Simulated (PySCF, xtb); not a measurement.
Al₂O₃, SMILES [O][Al][O][Al][O] (connectivity only; charge and spin as stated), neutral, multiplicity 1.

GFN2-xTB in xtb at its own geometry gives an orbital gap of 2.75 eV and a dipole moment of 0.02 D.

Geometry: ωB97X-D3(BJ)/def2-SVP. Other conformers were not sampled.

Question: What does PBE/def2-TZVP run with PySCF give? (An estimate is asked for; the answer gives what the named calculation found.)

Answer: gap 2.43 eV (levels -6.68 and -4.25 eV), dipole 0.00 D.
